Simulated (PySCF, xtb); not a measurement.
C₄H₁₃NSi, SMILES CC(C)N(C)[SiH3]. Other conformers were not sampled.

Harmonic wavenumbers (cm⁻¹) from xtb with GFN2-xTB at its own minimum, in rising order: 44, 100, 130, 174, 226, 256, 259, 319, 370, 420, 499, 569, 610, 698, 756, 816, 832, 904, 935, 969, 1003, 1087, 1103, 1127, 1152, 1223, 1240, 1312, 1369, 1392, 1407, 1422, 1485, 1491, 1495, 1507, 1510, 1512, 2142, 2252, 2260, 2907, 2929, 2982, 3026, 3030, 3033, 3035, 3037, 3042, 3043.

Task: What does B3LYP-D3(BJ)/def2-SVP (PySCF 2.14.0) give at its own minimum? (An estimate is asked for; the answer gives what the named calculation found.)

Result: 40, 92, 120, 193, 232, 249, 259, 310, 367, 432, 487, 671, 700, 719, 863, 919, 920, 938, 981, 984, 996, 1083, 1129, 1146, 1169, 1233, 1253, 1339, 1383, 1392, 1413, 1445, 1455, 1457, 1472, 1473, 1487, 1499, 2151, 2217, 2222, 2975, 3027, 3027, 3033, 3051, 3100, 3108, 3115, 3115, 3125. Paired by order, the mean absolute difference is 34 cm⁻¹ and the zero-point energies are 100.7 and 102.3 kcal/mol.
